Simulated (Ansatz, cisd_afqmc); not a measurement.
System: BiI2, charge 1, singlet. BiI2+ (SMILES [I][Bi+][I]).
B3LYP-D3(BJ)/def2-TZVP minimum from Ansatz (a first-principles code):
```
Bi
I 1 2.7244
I 1 2.7244 2 102.61
```
Charge +1, spin multiplicity 1.

Total energies in def2-SVP, 18 correlated electrons, 27 frozen orbitals. Radicals and triplets start from unrestricted determinants; spin-orbit coupling is neglected. Cores are frozen in correlated methods (noble-gas shells, and filled d and f shells in the p block). Past Kr the def2 sets carry scalar-relativistic core potentials. AFQMC is phaseless with a CISD trial state; ± is one standard error, without the phaseless bias. Outlying blocks are dropped, and bars are widened where a walk drifts. Over all cases where full CI ran beside it in this data, AFQMC minus full CI had a median of +0.1 mEh and passed +0.4 mEh in a tenth of the cases. Spin-orbit terms, left out, reach several kcal/mol for Br and I, and more for heavier atoms. The T1 diagnostic of BiI2+ ([I][Bi+][I], singlet) reaches 0.030 in the sets run. The spin of BiI2+ ([I][Bi+][I], singlet) was assumed, and the state is the lowest solution found for it.

```json
[
 {"method": "HF", "program": "Ansatz", "energy (Eh)": "-806.66818", "minus CCSDT(Q) (mEh)": "304.01"},
 {"method": "MP2", "program": "Ansatz", "energy (Eh)": "-806.93394", "minus CCSDT(Q) (mEh)": "38.25"},
 {"method": "CCSD", "program": "Ansatz", "energy (Eh)": "-806.95714", "minus CCSDT(Q) (mEh)": "15.06"},
 {"method": "CCSD(T)", "program": "Ansatz", "energy (Eh)": "-806.96944", "minus CCSDT(Q) (mEh)": "2.76"},
 {"method": "CCSDT(Q)", "program": "Ansatz", "energy (Eh)": "-806.97219", "minus CCSDT(Q) (mEh)": "0.00"},
 {"method": "AFQMC/CISD", "program": "cisd_afqmc", "energy (Eh)": "-806.9723 ± 0.0004", "minus CCSDT(Q) (mEh)": "-0.1 ± 0.4"}
]
```

Rough core times of Ansatz's runs on a shared machine: CCSD(T) under 20 s, CCSDT(Q) 80 s.
